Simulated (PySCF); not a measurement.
PySCF input for AsH4Si, SMILES [SiH3][AsH], multiplicity 2, r2SCAN-D4/def2-TZVP. Geometry: r2SCAN-D4/def2-TZVP. The isomer is the one that the SMILES or the coordinates give; other isomers of the formula were not compared.

```python
import numpy as np
from pyscf import gto, scf, dft, df
from pyscf.hessian import thermo

mol = gto.M(
    atom='''
    Si    0.00030928   -1.54290043   -0.00000000
    As   -0.04542574    0.81583950    0.00000000
    H     0.70262450   -2.05444738    1.20702583
    H    -1.39185059   -2.05828896   -0.00000000
    H     0.70262451   -2.05444738   -1.20702581
    H     1.48132101    0.84508604   -0.00000000
    ''',
    basis='def2-TZVP',
    charge=0,
    spin=1,
    max_memory=1600,
    verbose=3,
)
mf = dft.UKS(mol, xc='r2scan').density_fit(auxbasis='def2-universal-jkfit')
mf.disp = 'd4'
mf.grids.level = 4
mf.conv_tol = 1e-11
mf.max_cycle = 100
mf.kernel()
fine, coarse = mf.grids, dft.Grids(mol).set(level=1).build(with_non0tab=True)
for _ in range(3):  # follow internal instabilities
    mf.grids = coarse
    mo, _, stable, _ = mf.stability(return_status=True, nroots=4)
    mf.grids = fine
    if stable:
        break
    mf.kernel(mf.make_rdm1(mo, mf.mo_occ))

# [left out here: the lines that compute and print the analytic Hessian (its translational invariance restored by hand, since the grid's response is missing), thermochemistry and intensities]
```

Output:

```

WARN: HOMO -0.222177941011317 >= LUMO -0.222177941011321

converged SCF energy = -2527.71531775013  <S^2> = 0.75640356  2S+1 = 2.0063933
<class 'pyscf.df.df_jk.DFUKS'> wavefunction is stable in the internal stability analysis

WARN: MGGA Hessian is sensitive to dft grids. grids.level 4 may not be dense enough.


WARN: DFTD4 does not support analytical Hessian, using finite difference.


WARN: Mole.unit (angstrom) is changed to Bohr

Mode                                 0                   1                   2
Irrep
Freq [cm^-1]                      165.6189            357.2465            446.7868
Reduced mass [au]                   1.0199             10.8286              1.0388
Force const [Dyne/A]                0.0165              0.8143              0.1222
Char temp [K]                     238.2887            513.9982            642.8268
Normal mode                   x     y     z       x     y     z       x     y     z
       0  Si                 0.00  0.00 -0.01    0.00 -0.15  0.00    0.03 -0.00 -0.00
       1  As                -0.00 -0.00  0.01   -0.00  0.06  0.00   -0.00 -0.01  0.00
       2   H                -0.27  0.04  0.17    0.00 -0.14  0.00   -0.21 -0.29  0.02
       3   H                -0.00  0.00 -0.27    0.00 -0.16 -0.00   -0.18  0.57  0.00
       4   H                 0.27 -0.04  0.17    0.00 -0.14 -0.00   -0.21 -0.29 -0.02
       5   H                -0.00  0.00 -0.83    0.00  0.03 -0.00   -0.02  0.59  0.00
Mode                                 3                   4                   5
Irrep
Freq [cm^-1]                      471.5514            709.1512            880.1408
Reduced mass [au]                   1.0968              1.1001              1.0939
Force const [Dyne/A]                0.1437              0.3260              0.4993
Char temp [K]                     678.4574           1020.3107           1266.3266
Normal mode                   x     y     z       x     y     z       x     y     z
       0  Si                -0.00  0.00 -0.05    0.05  0.01  0.00    0.01 -0.05 -0.00
       1  As                 0.00  0.00  0.01   -0.01  0.01 -0.00   -0.00  0.00  0.00
       2   H                 0.00  0.61  0.21   -0.16 -0.24  0.02    0.02  0.51  0.21
       3   H                 0.00 -0.00  0.27   -0.09  0.36 -0.00   -0.19  0.50 -0.00
       4   H                -0.00 -0.61  0.21   -0.16 -0.24 -0.02    0.02  0.51 -0.21
       5   H                 0.00 -0.00  0.08    0.02 -0.78  0.00    0.00 -0.06 -0.00
Mode                                 6                   7                   8
Irrep
Freq [cm^-1]                      936.5787            941.6727           2173.6382
Reduced mass [au]                   1.0331              1.0377              1.0213
Force const [Dyne/A]                0.5339              0.5421              2.8430
Char temp [K]                    1347.5282           1354.8573           3127.3813
Normal mode                   x     y     z       x     y     z       x     y     z
       0  Si                -0.03 -0.01  0.00   -0.00 -0.00 -0.03   -0.00  0.00 -0.00
       1  As                -0.00  0.00 -0.00   -0.00  0.00 -0.00    0.01  0.00  0.00
       2   H                 0.53 -0.08 -0.35   -0.37 -0.24  0.10    0.03 -0.03  0.07
       3   H                -0.15  0.36 -0.00   -0.00  0.00  0.75    0.07  0.03 -0.00
       4   H                 0.53 -0.08  0.35    0.37  0.24  0.10    0.03 -0.03 -0.07
       5   H                -0.00 -0.05  0.00   -0.00 -0.00  0.01   -0.98 -0.03 -0.00
Mode                                 9                  10                  11
Irrep
Freq [cm^-1]                     2199.6824           2208.3086           2226.7648
Reduced mass [au]                   1.0223              1.0517              1.0477
Force const [Dyne/A]                2.9144              3.0218              3.0607
Char temp [K]                    3164.8532           3177.2644           3203.8188
Normal mode                   x     y     z       x     y     z       x     y     z
       0  Si                -0.01  0.02 -0.00    0.00 -0.00 -0.04    0.04  0.01  0.00
       1  As                -0.00  0.00 -0.00    0.00 -0.00 -0.00    0.00  0.00  0.00
       2   H                 0.31 -0.22  0.55    0.33 -0.24  0.55   -0.07  0.06 -0.14
       3   H                -0.25 -0.08 -0.00    0.00  0.00 -0.01   -0.88 -0.32  0.00
       4   H                 0.31 -0.22 -0.55   -0.33  0.24  0.55   -0.07  0.06  0.14
       5   H                 0.09  0.00  0.00   -0.00 -0.00  0.00   -0.10 -0.00  0.00
temperature 298.1500 [K]
pressure 101325.00 [Pa]
Rotational constants [GHz] 61.60184 3.83639 3.76972
Symmetry number 1
Zero-point energy (ZPE) 0.03125 [Eh]   82046.723 [J/mol]
                           tot       elec      trans        rot        vib
Entropy [J/mol/K]       295.173      5.763    167.028     97.925     24.456
Cv [J/mol/K]             60.027      0.000     12.472     12.472     35.083
Cp [J/mol/K]             68.341      0.000     20.786     12.472     35.083
Internal energy [J/mol]                      3718.434   3718.434  86625.111
Internal energy [Eh]   -2527.67949  -2527.71532
Enthalpy [J/mol]                             6197.391   3718.434  86625.111
Enthalpy [Eh]          -2527.67855
Gibbs free energy [J/mol]                  -43602.124 -25478.006  79333.526
Gibbs free energy [Eh] -2527.71207
mode   freq/cm-1   IR/(km/mol)
   1      165.62         0.894
   2      357.25         0.388
   3      446.79        12.517
   4      471.55        14.209
   5      709.15        21.545
   6      880.14       270.974
   7      936.58        39.981
   8      941.67        40.597
   9     2173.64        54.464
  10     2199.68        63.729
  11     2208.31        86.768
  12     2226.76       106.766
max |gradient| / (hartree/bohr): 6.665682654947964e-05
APT charges: [ 0.8096  0.0299 -0.2451 -0.2364 -0.2451 -0.1111]
```

Self-consistency was reached.
